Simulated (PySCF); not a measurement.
Record of a relaxation.

Compound: n-SiSiSiSiH10.
Bonds: Si1–Si2, Si2–Si3, Si3–Si4. Hydrogens: H5, H6, H7 on Si1; H8, H9 on Si2; H10, H11 on Si3; H12, H13, H14 on Si4.

Method: PBE0-D3(BJ)/def2-SVP geometry optimisation, gas phase in PySCF; density fitting, grid level 1; the optimiser is geomeTRIC in internal coordinates, started from a GFN2-xTB structure with every atom displaced at random (about 0.03 Å). The frame can shift and turn from step to step; on so coarse a grid that alone can change the energy by a few meV, and forces under 0.02 eV/Å are noise.

Step 0: E = -31649.0453 eV, largest atomic force 4.362 eV/Å
```
atom  x, y, z in Å  |  force x, y, z in eV/Å
Si1     3.061    0.178    0.200   -1.759   2.033  -0.953
Si2     0.911   -0.728   -0.171    0.206   1.221   0.842
Si3    -0.981    0.686   -0.279    2.706   0.987   1.035
Si4    -2.906   -0.234    0.109   -4.338  -0.265   0.373
H5      2.895    1.330    1.126   -0.014   0.060   0.313
H6      3.545    0.847   -1.046    0.065  -0.181  -0.160
H7      4.047   -0.669    0.708    1.368  -1.534   0.730
H8      0.728   -1.712    0.861   -0.291  -0.748   1.034
H9      0.959   -1.503   -1.341    0.039  -1.035  -1.841
H10    -0.925    1.385   -1.520   -0.056   0.558  -1.417
H11    -0.730    1.783    0.733   -0.169  -0.206  -0.010
H12    -3.313   -0.296    1.568    0.414   0.131  -0.188
H13    -4.199    0.501   -0.551    1.547  -0.463   0.541
H14    -3.110   -1.612   -0.354    0.283  -0.557  -0.299
```

Step 1: E = -31649.8201 eV, largest atomic force 1.142 eV/Å
```
atom  x, y, z in Å  |  force x, y, z in eV/Å
Si1     3.007    0.237    0.194   -0.124   0.496  -0.061
Si2     0.901   -0.737   -0.164    0.008  -0.518   0.031
Si3    -0.926    0.734   -0.274    0.848   0.588  -0.067
Si4    -2.952   -0.256    0.124   -0.968  -0.582   0.168
H5      2.852    1.376    1.160    0.034  -0.131   0.043
H6      3.500    0.853   -1.080    0.028  -0.119   0.009
H7      4.017   -0.728    0.724   -0.058  -0.048  -0.039
H8      0.674   -1.734    0.941   -0.045   0.111  -0.008
H9      0.941   -1.552   -1.426   -0.006   0.072   0.016
H10    -0.883    1.438   -1.598   -0.084  -0.117  -0.015
H11    -0.701    1.808    0.750   -0.080  -0.050   0.033
H12    -3.284   -0.308    1.583    0.213   0.029   0.051
H13    -4.083    0.484   -0.502    0.004   0.225  -0.135
H14    -3.081   -1.659   -0.390    0.230   0.044  -0.026
```

Step 2: E = -31649.8941 eV, largest atomic force 0.382 eV/Å
```
atom  x, y, z in Å  |  force x, y, z in eV/Å
Si1     2.972    0.263    0.185    0.009   0.113   0.003
Si2     0.888   -0.758   -0.148   -0.029  -0.370  -0.025
Si3    -0.899    0.753   -0.262    0.254   0.272  -0.088
Si4    -2.958   -0.268    0.121   -0.286  -0.177   0.001
H5      2.833    1.383    1.169    0.018  -0.056   0.023
H6      3.464    0.846   -1.102    0.015  -0.031   0.002
H7      3.972   -0.729    0.701   -0.053   0.059  -0.047
H8      0.646   -1.731    0.975   -0.005   0.105  -0.040
H9      0.921   -1.571   -1.415   -0.004   0.091   0.099
H10    -0.870    1.436   -1.600   -0.032  -0.084   0.053
H11    -0.691    1.820    0.770   -0.029  -0.009   0.020
H12    -3.230   -0.332    1.590    0.058  -0.005   0.011
H13    -4.066    0.507   -0.520    0.015   0.036  -0.007
H14    -3.003   -1.664   -0.422    0.069   0.057  -0.003
```

Step 3: E = -31649.9086 eV, largest atomic force 0.107 eV/Å
```
atom  x, y, z in Å  |  force x, y, z in eV/Å
Si1     2.951    0.275    0.176    0.013  -0.042   0.002
Si2     0.876   -0.776   -0.128   -0.016  -0.104  -0.019
Si3    -0.882    0.770   -0.250   -0.010   0.058  -0.024
Si4    -2.957   -0.274    0.111    0.098   0.008  -0.004
H5      2.827    1.383    1.171    0.001  -0.005   0.014
H6      3.430    0.844   -1.121   -0.005   0.013   0.000
H7      3.958   -0.716    0.674   -0.001   0.040  -0.021
H8      0.627   -1.723    1.010    0.001   0.043   0.003
H9      0.899   -1.588   -1.390   -0.004   0.026   0.042
H10    -0.857    1.434   -1.594    0.006  -0.023   0.017
H11    -0.684    1.833    0.787   -0.005  -0.002  -0.002
H12    -3.201   -0.363    1.583   -0.015  -0.022   0.002
H13    -4.056    0.512   -0.524   -0.052   0.007   0.004
H14    -2.949   -1.655   -0.461   -0.012   0.002  -0.014
```

Step 4: E = -31649.9120 eV, largest atomic force 0.105 eV/Å
```
atom  x, y, z in Å  |  force x, y, z in eV/Å
Si1     2.946    0.275    0.169    0.005  -0.044   0.000
Si2     0.870   -0.784   -0.113    0.000  -0.003  -0.004
Si3    -0.876    0.778   -0.244   -0.054  -0.005   0.002
Si4    -2.952   -0.274    0.104    0.085   0.058  -0.022
H5      2.827    1.380    1.169   -0.004   0.002   0.008
H6      3.408    0.847   -1.133   -0.013   0.020   0.000
H7      3.966   -0.705    0.654    0.015   0.012  -0.010
H8      0.620   -1.713    1.036   -0.002   0.017   0.018
H9      0.885   -1.600   -1.368   -0.006  -0.011   0.007
H10    -0.846    1.434   -1.590    0.015  -0.003  -0.004
H11    -0.679    1.840    0.794   -0.003   0.002  -0.005
H12    -3.195   -0.390    1.575   -0.015  -0.019  -0.002
H13    -4.061    0.514   -0.520   -0.004  -0.022   0.029
H14    -2.933   -1.646   -0.490   -0.018  -0.004  -0.016
```

Step 5: E = -31649.9178 eV, largest atomic force 0.146 eV/Å
```
atom  x, y, z in Å  |  force x, y, z in eV/Å
Si1     2.934    0.275    0.153   -0.004  -0.021  -0.002
Si2     0.857   -0.797   -0.072    0.031   0.142   0.016
Si3    -0.863    0.795   -0.230   -0.092  -0.093   0.034
Si4    -2.937   -0.276    0.084    0.060   0.052  -0.009
H5      2.829    1.373    1.162   -0.010   0.008  -0.002
H6      3.345    0.858   -1.161   -0.021   0.025   0.002
H7      3.991   -0.680    0.601    0.030  -0.036   0.003
H8      0.607   -1.683    1.107   -0.008  -0.021   0.034
H9      0.849   -1.633   -1.309   -0.009  -0.069  -0.039
H10    -0.816    1.437   -1.579    0.025   0.024  -0.030
H11    -0.672    1.855    0.809   -0.004   0.009  -0.006
H12    -3.180   -0.461    1.548    0.002  -0.010  -0.005
H13    -4.064    0.515   -0.502    0.011  -0.005   0.020
H14    -2.900   -1.621   -0.567   -0.013  -0.007  -0.016
```

Step 6: E = -31649.9220 eV, largest atomic force 0.169 eV/Å
```
atom  x, y, z in Å  |  force x, y, z in eV/Å
Si1     2.927    0.274    0.139   -0.001   0.004  -0.002
Si2     0.849   -0.802   -0.034    0.042   0.164   0.012
Si3    -0.856    0.804   -0.219   -0.072  -0.106   0.031
Si4    -2.924   -0.278    0.065   -0.021   0.033  -0.016
H5      2.838    1.367    1.157   -0.007   0.003  -0.004
H6      3.287    0.873   -1.183   -0.017   0.019   0.005
H7      4.015   -0.663    0.549    0.019  -0.046   0.001
H8      0.601   -1.650    1.173   -0.008  -0.026   0.026
H9      0.819   -1.668   -1.250   -0.009  -0.075  -0.032
H10    -0.790    1.438   -1.572    0.025   0.026  -0.026
H11    -0.672    1.866    0.820   -0.007   0.012  -0.005
H12    -3.163   -0.530    1.520    0.017  -0.003  -0.003
H13    -4.067    0.521   -0.481    0.043  -0.005   0.023
H14    -2.882   -1.596   -0.642   -0.005   0.001  -0.011
```

Step 7: E = -31649.9284 eV, largest atomic force 0.127 eV/Å
```
atom  x, y, z in Å  |  force x, y, z in eV/Å
Si1     2.922    0.276    0.116    0.003   0.032  -0.003
Si2     0.841   -0.803    0.031    0.033   0.122  -0.003
Si3    -0.851    0.811   -0.204   -0.010  -0.080   0.011
Si4    -2.909   -0.284    0.033   -0.091  -0.027  -0.012
H5      2.864    1.357    1.149    0.003  -0.007  -0.001
H6      3.196    0.903   -1.214   -0.003   0.006   0.007
H7      4.048   -0.646    0.455   -0.006  -0.037  -0.005
H8      0.601   -1.586    1.283   -0.001  -0.020   0.007
H9      0.777   -1.727   -1.143   -0.001  -0.051  -0.001
H10    -0.751    1.437   -1.560    0.017   0.016  -0.009
H11    -0.686    1.878    0.833   -0.012   0.012  -0.002
H12    -3.130   -0.644    1.468    0.030   0.003   0.001
H13    -4.070    0.535   -0.437    0.036   0.021   0.010
H14    -2.870   -1.549   -0.767    0.001   0.009  -0.002
```

Step 8: E = -31649.9343 eV, largest atomic force 0.136 eV/Å
```
atom  x, y, z in Å  |  force x, y, z in eV/Å
Si1     2.923    0.281    0.092    0.000   0.046  -0.006
Si2     0.841   -0.795    0.091    0.002   0.038  -0.010
Si3    -0.853    0.807   -0.194    0.054  -0.028  -0.009
Si4    -2.906   -0.294    0.003   -0.122  -0.058  -0.016
H5      2.906    1.347    1.142    0.013  -0.015   0.003
H6      3.119    0.937   -1.238    0.014  -0.008   0.004
H7      4.071   -0.640    0.357   -0.027  -0.015  -0.007
H8      0.615   -1.518    1.385    0.010  -0.004  -0.012
H9      0.751   -1.783   -1.032    0.013  -0.008   0.025
H10    -0.720    1.429   -1.550    0.003   0.000   0.011
H11    -0.712    1.880    0.841   -0.015   0.008   0.002
H12    -3.098   -0.753    1.414    0.027   0.003   0.004
H13    -4.073    0.557   -0.384    0.027   0.026   0.005
H14    -2.884   -1.499   -0.885    0.000   0.014   0.006
```

Step 9: E = -31649.9395 eV, largest atomic force 0.095 eV/Å
```
atom  x, y, z in Å  |  force x, y, z in eV/Å
Si1     2.931    0.292    0.069   -0.007   0.038  -0.009
Si2     0.850   -0.782    0.143   -0.036  -0.043  -0.005
Si3    -0.860    0.793   -0.187    0.084   0.019  -0.021
Si4    -2.916   -0.307   -0.022   -0.075  -0.057  -0.009
H5      2.961    1.341    1.135    0.019  -0.015   0.006
H6      3.070    0.970   -1.258    0.024  -0.015  -0.002
H7      4.082   -0.643    0.267   -0.031   0.006  -0.004
H8      0.644   -1.449    1.470    0.018   0.012  -0.019
H9      0.747   -1.831   -0.926    0.024   0.031   0.028
H10    -0.701    1.417   -1.541   -0.010  -0.013   0.019
H11    -0.747    1.872    0.844   -0.015   0.002   0.004
H12    -3.073   -0.853    1.361    0.009  -0.003   0.002
H13    -4.076    0.586   -0.322   -0.001   0.026  -0.001
H14    -2.929   -1.449   -0.989   -0.004   0.009   0.009
```

Step 10: E = -31649.9422 eV, largest atomic force 0.071 eV/Å
```
atom  x, y, z in Å  |  force x, y, z in eV/Å
Si1     2.940    0.304    0.057   -0.011   0.016  -0.009
Si2     0.861   -0.773    0.159   -0.043  -0.057   0.003
Si3    -0.868    0.777   -0.187    0.054   0.028  -0.016
Si4    -2.933   -0.315   -0.030   -0.012  -0.019   0.000
H5      2.997    1.344    1.130    0.014  -0.009   0.005
H6      3.071    0.984   -1.268    0.016  -0.010  -0.003
H7      4.079   -0.650    0.235   -0.015   0.011   0.000
H8      0.671   -1.419    1.498    0.017   0.016  -0.011
H9      0.765   -1.846   -0.885    0.021   0.034   0.013
H10    -0.703    1.405   -1.537   -0.011  -0.014   0.012
H11    -0.771    1.859    0.844   -0.010  -0.003   0.003
H12    -3.074   -0.892    1.342   -0.006  -0.006   0.000
H13    -4.078    0.609   -0.289   -0.009   0.011   0.000
H14    -2.976   -1.430   -1.027   -0.005   0.002   0.004
```

Step 11: E = -31649.9432 eV, largest atomic force 0.036 eV/Å
```
atom  x, y, z in Å  |  force x, y, z in eV/Å
Si1     2.944    0.310    0.053   -0.009   0.002  -0.005
Si2     0.867   -0.770    0.160   -0.024  -0.026   0.005
Si3    -0.872    0.768   -0.186    0.013   0.012  -0.003
Si4    -2.944   -0.318   -0.029    0.019   0.005   0.003
H5      3.013    1.349    1.127    0.005  -0.001   0.002
H6      3.084    0.986   -1.274    0.005  -0.003  -0.002
H7      4.075   -0.652    0.231    0.001   0.005   0.002
H8      0.688   -1.413    1.501    0.009   0.008  -0.001
H9      0.783   -1.845   -0.880    0.010   0.015  -0.003
H10    -0.711    1.398   -1.536   -0.007  -0.008   0.001
H11    -0.782    1.850    0.846   -0.004  -0.003   0.002
H12    -3.084   -0.901    1.341   -0.008  -0.005  -0.002
H13    -4.079    0.622   -0.278   -0.007   0.001   0.001
H14    -3.002   -1.427   -1.031   -0.003  -0.001  -0.001
```

Step 12: E = -31649.9434 eV, largest atomic force under 0.02 eV/Å
```
atom  x, y, z in Å  |  force x, y, z in eV/Å
Si1     2.945    0.313    0.050   -0.004  -0.001  -0.002
Si2     0.868   -0.769    0.161   -0.008  -0.004   0.004
Si3    -0.873    0.765   -0.184   -0.003   0.001   0.005
Si4    -2.946   -0.320   -0.028    0.014   0.009   0.002
H5      3.019    1.352    1.123    0.001   0.002  -0.001
H6      3.086    0.985   -1.279    0.000   0.000  -0.001
H7      4.074   -0.651    0.228    0.004   0.000   0.002
H8      0.696   -1.410    1.504    0.004   0.001   0.002
H9      0.789   -1.844   -0.879    0.002   0.002  -0.006
H10    -0.715    1.395   -1.534   -0.003  -0.003  -0.003
H11    -0.786    1.847    0.848   -0.001  -0.001   0.000
H12    -3.090   -0.908    1.340   -0.004  -0.003  -0.001
H13    -4.080    0.624   -0.273   -0.002  -0.002   0.002
H14    -3.008   -1.424   -1.034   -0.001  -0.001  -0.002
```

**Question.** Summarise the path.

**Answer.** The energy falls by 86.66 kJ/mol from step 0 to step 12; nine tenths of that is first reached at step 2. It falls at every step. The largest force goes from 4.362 to under 0.02 eV/Å. Among the bonds Si3–Si4 changes most, from 2.169 to 2.345 Å; the atoms move by 0.442 Å rms after alignment.

What follows is the cost of the whole optimisation. Time: 2.9 min; peak memory 0.48 GiB. Hardware: one thread of an Intel Xeon at 2.50 GHz (shared host).
